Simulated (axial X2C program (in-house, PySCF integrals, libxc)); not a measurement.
# Spin–orbit effects along a row: molecules with Br (ions), PBE0

Computed with an axial X2C code built on PySCF integrals, spin-free (one-electron X2C) or two-component (2c: spin–orbit coupling with atomic mean-field Coulomb and Gaunt terms, which also bring small scalar terms), in Dyall basis sets with cores contracted in-house; open shells are unrestricted.

Basis sets: B dyall-av3z, Be dyall-av3z, Br dyall-acv3z, C dyall-av3z, F dyall-av3z, Li dyall-av3z.

| molecule | spin-free state | Re (Å) | ωe (cm⁻¹) | De (eV) | 2c state | Re 2c (Å) | ωe 2c (cm⁻¹) | De 2c (eV) |
| --- | --- | --- | --- | --- | --- | --- | --- | --- |
| LiBr⁻ | M_S = 1/2, Λ = 0 | 2.286 | 433.4 | 1.59 | Ω = 1/2 | 2.287 | 432.8 | 1.59 |
| BeBr⁻ | M_S = 0, Λ = 0 | 2.124 | 441.0 | 1.35 | Ω = 0 | 2.125 | 440.5 | 1.35 |
| BBr⁻ | M_S = 1/2, Λ = 1 | 2.080 | 414.7 | 1.45 | Ω = 1/2 | 2.078 | 416.8 | 1.46 |
| CBr⁻ | M_S = 1, Λ = 0 | 2.027 | 442.7 | 1.85 | Ω = 1 | 2.027 | 442.3 | 1.85 |
| BrF⁻ | M_S = 1/2, Λ = 0 | 2.286 | 279.3 | 1.66 | Ω = 1/2 | 2.289 | 277.3 | 1.67 |

Question: Work out the shifts from the spin-free to the two-component result.

Answer: 

```
molecule  2c state  ΔRe (Å)  Δωe (cm⁻¹)  ΔDe (eV)
   LiBr⁻   Ω = 1/2    0.001        -0.6      0.00
   BeBr⁻     Ω = 0    0.001        -0.5      0.00
    BBr⁻   Ω = 1/2   -0.002         2.1      0.01
    CBr⁻     Ω = 1    0.000        -0.4      0.00
    BrF⁻   Ω = 1/2    0.003        -2.0      0.01
```

Shifts of one unit in the last digit are rounding.

Fragments in 2c: Br- + Li, Br- + Be, Br- + B, Br- + C, Br- + F. Each entry is the lowest single determinant of a limited PBE0 search at one distance. De goes to single-determinant-based atoms at the same level (for ions the charge split of lowest energy) and is withheld (n/a) where an atom does not fit its ground term or J level. Main or longest-lived isotopes. One determinant is a doubtful description, or other states lie close, for CBr⁻; these need not be ground states, and all values refer to the states named. Some open-shell Ω = 0 determinants are out of reach, so the Ω given for CBr⁻ need not be the lowest component. With several unpaired electrons the Ω given is that of one determinant, not necessarily of the lowest component. Some light 2c atoms are not at their ground J level, so De misses part of their lowering (0.04 eV or less). The functionals have no current term, which raises determinants with orbital currents.
